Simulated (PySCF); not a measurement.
Two species compared at the same levels of theory.

First species: C₇H₁₂N₂Si.
SMILES: `CCN[SiH2]c1ccccn1`

Second species: C7H13FSi.
InChI=1S/C7H13FSi/c1-4-6-9(8)7(3)5-2/h7,9H,5H2,1-3H3/t7-,9-/m1/s1

Levels: PBE0/pcSseg-1 for dipole moment, HOMO energy, LUMO energy and HOMO–LUMO gap; GFN2-xTB for rotational constant A and rotational constant C. Geometries: GFN2-xTB. Each species is one conformer at its optimised geometry, gas phase, non-relativistic unless stated; the electronic structure was computed with PySCF and density fitting.

Dipoles, sizes and rotational constants follow the conformer. The torsions of the flexible species, by atom-mapped SMILES:
- `[CH3:1][CH2:2][NH:3][SiH2:4][c:5]1[cH:6][cH:7][cH:8][cH:9][n:10]1`: C1–C2–N3–Si4 -82°, C2–N3–Si4–C5 -179°, N3–Si4–C5–C6 72°
- `[CH3:1][C:2]#[C:3][Si@@H:4]([F:5])[C@H:6]([CH3:7])[CH2:8][CH3:9]`: C3–Si4–C6–C7 64°, Si4–C6–C8–C9 -169°

(1) Which has the higher HOMO–LUMO gap?

(2) Which has the higher dipole moment?

(3) Which of the two has the higher HOMO energy, and by how much?

(4) Which of the two has the higher LUMO energy, and by how much?

(5) Which has the higher rotational constant C?

(6) Which of the two has the higher rotational constant A, and by how much?

Answers

(1) The second: 7.54 eV against 5.74 eV, a difference of 1.80 eV.

(2) The second: 2.68 D against 1.96 D, a difference of 0.72 D.

(3) The first: -6.65 eV against -7.69 eV, a difference of 1.04 eV.

(4) The second: -0.15 eV against -0.91 eV, a difference of 0.76 eV.

(5) The second: 0.640 GHz against 0.492 GHz, a difference of 0.148 GHz.

(6) The first: 3.136 GHz against 1.585 GHz, a difference of 1.551 GHz.

On the first: The dipole equals about 6.5 × 10⁻³⁰ C·m (1 D = 3.33564 × 10⁻³⁰ C·m). A dipole of 1.96 D is allowed in C1, and pure rotational transitions are dipole-allowed.

On the second: In atomic units the dipole is 1.05 e·bohr (1 au = 2.5417 D). A dipole of 2.68 D is allowed in C1, and pure rotational transitions are dipole-allowed.
